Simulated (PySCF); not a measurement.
# Relaxation of quintet BrOsN

Method: UPBE0/[Os def2-SVP with ECP60, N def2-SVP, Br def2-SVP], scalar-relativistic core potentials, density fitting, no spin–orbit coupling, PySCF. A (50,194) grid was used.

A hand-made linear start, of C∞v symmetry, held to at least that symmetry:

Coordinates in bohr (charge 0 multiplicity 5):
```
Os    0.0000    0.0000   -1.1086
N     0.0000    0.0000   -4.4345
Br    0.0000    0.0000    3.4834
```

(1) What does it relax to?

(2) How much energy is released, and in how many steps?

Answers

(1) It ends at C∞v with Os–Br 2.511 Å, Os–N 1.712 Å; Br–Os–N 180.0°. A frequency run shows 1 imaginary mode, down to 158i cm⁻¹, so it is a saddle point. Other isomers or separated fragments may lie lower.

(2) 7.8 kJ/mol in 4 steps.

Other spin states or occupations of the open shell can lie lower. At this level a triplet minimum of Cs symmetry lies 191 kJ/mol below this structure. Spin–orbit coupling, left out here, can matter for elements this heavy.
